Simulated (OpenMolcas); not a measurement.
Ce3+: ligand-field states by method

Ce3+ with 6 ligands (bromide) in trigonal prismatic coordination (D3h) at 3.11 Å, a polar angle of 55.5° against the regular 49.1°. A charge of +0.5 e stands 2.6 Å behind each ligand. Ligand basis ANO-RCC-VDZP.
```
Ce    0.0000    0.0000    0.0000
Br    2.5625    0.0000    1.7623
Br   -1.2813    2.2192    1.7623
Br   -1.2813   -2.2192    1.7623
Br    2.5625    0.0000   -1.7623
Br   -1.2813    2.2192   -1.7623
Br   -1.2813   -2.2192   -1.7623
```

| Quantity | Value |
| --- | --- |
| Program | OpenMolcas |
| Basis | ANO-RCC-VDZP [7s6p4d2f1g] |
| Scalar Hamiltonian | DKH2, point nucleus |
| Active space | 1 electron in 7 orbitals (4f) |
| State averaging | 2S+1 = 2 odd, 7 roots |
| Spin-orbit coupling | state interaction with AMFI integrals over the reference wave functions |

I. CASSCF
II. SS-CASPT2, IPEA 0.25 Eh, imaginary shift 0.1 Eh (closed shells correlated: 5s 5p and the ligand valence shells)

Spin-free states (labels of D3, the rotations of D3h) in cm-1, each column counted from its own energy of the first state listed:

| State | Degeneracy | I | II |
| --- | --- | --- | --- |
| 2A2 | 1 | 0 | 0 |
| 2A1 | 1 | 16 | 0 |
| 2E | 2 | 124 | -60 |
| 2A2 | 1 | 172 | 200 |
| 2E | 2 | 293 | 300 |

II puts a state of multiplicity 2 lowest, 63 cm-1 below that state.

With spin-orbit coupling the lowest J multiplet is 198 (I), 147 (II) cm-1 wide, a factor of 0.74 from I to II.

χT at 300 K: I 0.79, II 0.79 cm3 K/mol.

Roots that are degenerate in the reference are averaged as groups; the widest CASPT2 spread within a group is 85 cm-1 (the 2-fold group of multiplicity 2 near 359 cm-1 above the lowest state of its run, II). Shifts and gaps below about the spread of the groups concerned are not significant. Over all roots computed the reference weight is 0.69 in II; a low but even weight reflects the number of correlated electrons. Splittings of an f shell from a small cluster at a set distance can be off by tens of per cent, mostly too small (holds for II). The distance lies 7 % over the 2.92 Å that this model takes as the normal distance (a Shannon-type radius plus a fixed donor radius); by an R⁻⁵ law this alone changes a d-shell field by about -27 %. No measured value stands beside these numbers; the geometry was imposed, not optimised, and the real ion may take another.
